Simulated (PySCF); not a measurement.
```xyz
4
charge 0 multiplicity 2, angstrom
Re    0.0000    0.0000    0.1829
S     2.0612    0.0000   -0.3502
S    -1.0306    1.7850   -0.3502
S    -1.0306   -1.7850   -0.3502
```

Level of theory: UPBE in PySCF with Re def2-SVP with ECP60, S def2-SVP; scalar-relativistic core potentials, no spin–orbit coupling; density-fitted integrals.

This geometry of ReS3 is a stationary point at this level.

Q: What is the point group?

A: C3v.

Q: Is it a minimum?

A: Yes: all harmonic wavenumbers are real.

Q: Which band is strongest in the infrared?

A: 528 cm⁻¹ (e), 77 km/mol.

Q: What are the dipole moment and the gap between the highest occupied and lowest empty levels of either spin?

A: 0.98 D and 1.13 eV.

Q: What is the atomisation energy, with and without zero-point energy?

A: 1432 kJ/mol without, 1419 kJ/mol with.

Only a few start shapes were tried, so a lower isomer may exist. With open d or f shells other occupations or spin states may lie lower. With an element this heavy the missing spin–orbit coupling can shift these numbers.
